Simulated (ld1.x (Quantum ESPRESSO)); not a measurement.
Cutoff test, C (Z = 6), PAW

ld1.x (Quantum ESPRESSO) 7.5 input, shortened:

```
&input
   title='C', zed=6., rel=0, dft='PBESOL', iswitch=3,
   config='[He] 2s2 2p0'
 /
 &inputp
   pseudotype=3, lpaw=.true., tm=.true., lloc=-2, rcloc=1.00,
   nlcc=.true., new_core_ps=.true., rcore=0.70,
   which_augfun='PSQ', rmatch_augfun_nc=.true.
 /
4
2S  1  0   2.00   0.00  0.80  1.10  0.0
2S  1  0   0.00  -2.35  0.80  1.10  0.0
2P  2  1   0.00   0.00  1.60  1.95  0.0
2P  2  1   0.00  -1.80  1.60  1.95  0.0
 &test
   configts(1)='2s2 2p0'
 /
```

The pseudo-atom Hamiltonian at the reference potential is diagonalised in spherical Bessel functions j_l(qr) that vanish at 20 bohr, with q² up to the cutoff. All-electron valence levels (Ry): 2s -2.9517, 2p -2.3210.

Problem. How do the lowest levels (Ry) of each channel move with the cutoff, and are there ghosts?

Solution.

```json
{"cutoff (Ry)": "8", "s #1": "-2.9309", "p #1": "-2.1009", "d #1": "-0.5874", "f #1": "-0.2615", "Σ f·Δε (mRy)": "41.7"}
{"cutoff (Ry)": "10", "s #1": "-2.9310", "p #1": "-2.2082", "d #1": "-0.5910", "f #1": "-0.2615", "Σ f·Δε (mRy)": "41.4"}
{"cutoff (Ry)": "15", "s #1": "-2.9363", "p #1": "-2.3112", "d #1": "-0.5945", "f #1": "-0.2615", "Σ f·Δε (mRy)": "30.9"}
{"cutoff (Ry)": "18", "s #1": "-2.9428", "p #1": "-2.3185", "d #1": "-0.5955", "f #1": "-0.2615", "Σ f·Δε (mRy)": "17.8"}
{"cutoff (Ry)": "25", "s #1": "-2.9489", "p #1": "-2.3207", "d #1": "-0.5959", "f #1": "-0.2615", "Σ f·Δε (mRy)": "5.7"}
{"cutoff (Ry)": "30", "s #1": "-2.9508", "p #1": "-2.3208", "d #1": "-0.5960", "f #1": "-0.2615", "Σ f·Δε (mRy)": "1.8"}
{"cutoff (Ry)": "40", "s #1": "-2.9515", "p #1": "-2.3209", "d #1": "-0.5961", "f #1": "-0.2615", "Σ f·Δε (mRy)": "0.4"}
{"cutoff (Ry)": "45", "s #1": "-2.9515", "p #1": "-2.3209", "d #1": "-0.5961", "f #1": "-0.2615", "Σ f·Δε (mRy)": "0.4"}
{"cutoff (Ry)": "400", "s #1": "-2.9518", "p #1": "-2.3210", "d #1": "-0.5961", "f #1": "-0.2615", "Σ f·Δε (mRy)": "0.0"}
```

Result: no extra level below or beside the all-electron valence levels (s, p, d, f tested); 10 mRy is reached at 25 Ry and 1 mRy at 35 Ry.

Test run stopped at test 1 of 7 (negative rho).
